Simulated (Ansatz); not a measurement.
Consider the cleavage of the Si–Si bond: `[BH2][GeH2][SiH2][SiH3]` + `OP[SiH3]` → `OP([SiH3])[SiH3]` + `[BH2][GeH2][SiH3]`.

Calculated with Ansatz (gas phase, PBE0-D4/def2-TZVP geometries, no zero-point term in ΔE). CCSD(T)/CBS is the MP2 limit (def2-TZVPP, def2-QZVPP) plus CCSD(T) − MP2 in def2-TZVPP, frozen cores. DFT in def2-TZVPP. B3LYP here is the variant with VWN-RPA as its local correlation; programs differ in this. For Ge outer-core shells are correlated without core-valence functions, which leaves a few kJ/mol of doubt a bond. Scalar relativity is left out up to krypton. Each species was taken in one conformer, which may not be the lowest.

(1) Is it downhill or uphill in electronic energy at CCSD(T)/CBS, and by how much? (Best estimate.)

(2) What do these levels give: PBE-D4, PBE0-D4, B3LYP-D4, ωB97X-V, ωB97M-V, B2PLYP, r2SCAN, B3LYP, SCS-MP2/def2-TZVPP, SCS-MP2/def2-QZVPP, HF/CBS(def2), MP2/CBS(def2)? (Best estimate.)

Largest T1 diagnostic among the species: 0.014.

Results:

(1) Computed: Downhill: ΔE = -9.8 kJ/mol.

(2) The calculation gave: PBE-D4 -8.4, PBE0-D4 -7.7, B3LYP-D4 -11.0, ωB97X-V -9.2, ωB97M-V -12.4, B2PLYP -10.2, r2SCAN -10.3, B3LYP -8.7, SCS-MP2/def2-TZVPP -11.1, SCS-MP2/def2-QZVPP -12.1, HF/CBS(def2) -9.1, MP2/CBS(def2) -14.0 kJ/mol.
